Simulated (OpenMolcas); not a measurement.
Hf3+ (d1) among equal point charges was computed by CASSCF with the d shell active (OpenMolcas, ANO-RCC-VDZP on the metal). Its lowest spin-free states, and all those of the highest spin:

```
2S+1  Degeneracy  E (cm-1)
   2           1       0.0
   2           2      3713
   2           2     12163
```

Is the site octahedral, tetrahedral or cube-like, axial, or of lower symmetry?

The states with 2S+1 = 2 have orbital degeneracies 1, 2, 2. There are pairs but no triples, so the site is axial: not cubic, but with a proper or improper axis of order three or more. The run had Hf3+ among 3 point charges of -0.8 e arranged as a planar triangle (D3h), 2.13 Å from the ion.

This is an electrostatic model: the charges have no orbitals. No measured value stands beside these numbers.
